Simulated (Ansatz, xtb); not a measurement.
CH5F2NSi: where a starting geometry ends

The starting geometry of this gas-phase singlet was built from a drawn formula by distance geometry and a force field; its bonds are those of `F[CH-][NH2+][SiH2]F`.

```xyz
10

C     0.7300    0.0890    0.3652
F     0.6564   -1.1972    0.7438
F    -2.4829    1.8245   -0.8676
N    -0.2546    0.5475   -0.5235
Si   -1.6679    1.2521    0.3441
H     1.6385    0.5761    0.6552
H    -0.6518   -0.1723   -1.0968
H     0.0918    1.3373   -1.1374
H    -1.1103    2.3359    1.2180
H    -2.3142    0.1920    1.0493
```

Q: Where would you expect an optimisation with r2SCAN-D4/def2-SVP to take it?

A: It rearranges to `N[C@H](F)[SiH2]F`. Contacts that open: N4–Si5 (1.80 → 2.77 Å). Contacts that close: C1–Si5 (2.67 → 1.89 Å).

The energy falls by 4.03 eV over 24 steps:

```tsv
step	E − E(last) (eV)
1	4.034
4	1.900
6	1.458
9	0.568
11	0.292
14	0.102
16	0.086
19	0.004
21	0.001
24	0.000
```

Final geometry (Å):

```xyz
10

C     0.1517    0.7125    0.0908
F     0.5911   -0.2663    1.0604
F    -2.1952    2.4165   -0.0359
N     0.1063    0.2239   -1.2202
Si   -1.5446    1.1753    0.7928
H     0.8886    1.5323    0.1534
H    -0.5404   -0.5531   -1.3431
H     1.0180   -0.0300   -1.5974
H    -1.4099    1.5858    2.2131
H    -2.4306   -0.0119    0.6362
```

From the same start GFN2-xTB reaches the same bonding as this run.

The end wasn't checked by frequencies. Run with Ansatz 0.2.0, 47 s on 2 threads of Arm Neoverse V2 (shared host).
